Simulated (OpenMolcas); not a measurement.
Re4+ (d3) in a complex was computed by CASSCF with the d shell active (OpenMolcas, ANO-RCC-VDZP on the metal). Its lowest spin-free states, and all those of the highest spin:

```
2S+1  Degeneracy  E (cm-1)
   4           1       0.0
   2           1     14252
   2           1     14265
   2           2     14580
   2           1     14818
   2           1     22808
   2           2     22901
   4           2     31828
   4           1     35703
   4           1     37381
   2           1     43926
   4           2     43941
   4           2     69082
   4           1     70282
```

Question: Is the site octahedral, tetrahedral or cube-like, axial, or of lower symmetry?

Answer: The states with 2S+1 = 4 have orbital degeneracies 1, 2, 1, 1, 2, 2, 1. There are pairs but no triples, so the site is axial: not cubic, but with a proper or improper axis of order three or more. The run had Re4+ with 6 ligands (fluoride) in tetragonal octahedral coordination (D4h) at 1.94 Å, the axial distance 2.018 Å. A charge of +0.333 e stands 2.6 Å behind each ligand. Ligand basis ANO-RCC-VDZP.

Without dynamic correlation the repulsion within the d shell is too large (B by tens of per cent), so at a given field states of lower spin stand too high. The least metal-like active orbital is 76 % on the metal (Löwdin) and no ligand orbital is active, so the numbers are rough. With metal d orbitals alone the field can be off either way by tens of per cent. Ligand-to-metal charge-transfer states are missing. With no ligand orbital active B as a rule stays too high, so bands that hang on it stand too high and its fall with covalency is understated. No measured value stands beside these numbers; the geometry was imposed, not optimised, and the real ion may take another.
